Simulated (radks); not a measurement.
All-electron atom: Se0.375+ in [Ar] 3d(3/2: 4, 5/2: 5.625) 4s2 4p4 (fractional occupations, a model configuration).

Method: Dirac Kohn-Sham, PBE, spin-unpolarised, spherical densities, point nucleus; open shells fill j = l - 1/2 first; computed with a radial shooting solver on a logarithmic mesh with Libxc functionals.

Energy parts (hartree):
part                       energy
total                 -2429.34002
kinetic                2487.67778
electron-nucleus      -5856.77157
Hartree                1027.32499
exchange-correlation    -87.57122

Orbitals (lengths in bohr, moments of r in powers of bohr):
orbital   occ.  eigenvalue (hartree)     <r^2>   <1/r>       <r^4>      <r>
1s1/2        2             -459.7271  0.002616   34.56  0.00001763  0.04408
2s1/2        2             -59.38121   0.04521   7.685    0.003543   0.1957
2p1/2        2             -53.30310   0.03486   7.650    0.002454   0.1685
2p3/2        4             -51.76868   0.03632   7.413    0.002643   0.1723
3s1/2        2              -8.14361    0.3770   2.507      0.2265   0.5722
3p1/2        2              -6.06388    0.3945   2.388      0.2651   0.5800
3p3/2        4              -5.84617    0.4086   2.331      0.2844   0.5903
3d3/2        4              -2.26321    0.4784   2.060      0.5083   0.6196
3d5/2    5.625              -2.22964    0.4848   2.045      0.5222   0.6238
4s1/2        2              -0.79280     3.499  0.7596       19.81    1.747
4p1/2        2              -0.38579     5.366  0.6154       51.10    2.141
4p3/2        2              -0.37005     5.587  0.6020       55.48    2.184

The highest occupied level is 4p3/2 at -10.070 eV. Summed over all electrons, <r^2> = 37.03 bohr^2, which gives a Langevin (diamagnetic) susceptibility term of -29.3 x 10^-6 cm^3/mol. The density falls to 0.001 e/bohr^3 at r = 4.10 bohr.
